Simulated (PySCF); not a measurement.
Computed shifts of a molecule C4H12Si2, B3LYP/pcSseg-1 (PySCF), GIAO, gas phase, atoms alike by connectivity averaged where their shifts nearly agree, in ppm (number of nuclei): ¹³C: 33.3 (2), 14.1 (2). ²⁹Si: -71.5 (2). ¹H: 4.01 (4), 2.31 (2), 1.58 (2), 1.52 (2), 0.92 (2). References: ¹³C against TMS (σ = 181.3 ppm); ²⁹Si against TMS (σ = 338.7 ppm); ¹H against TMS (σ = 31.68 ppm), references at their B3LYP-D3(BJ)/def2-TZVP geometries, non-relativistic. Geometry: TPSSh-D3(BJ)/def2-SVP. The values are those of a single conformer.

Problem. Identify the compound among the candidates.
A. C=C([SiH3])CC[SiH3]
B. [SiH3][C@@H]1CCC[SiH2]1
C. C1CC[SiH2][SiH2]C1
D. C[C@H]1[SiH2][SiH2][C@@H]1C

Solution. C, C1CC[SiH2][SiH2]C1
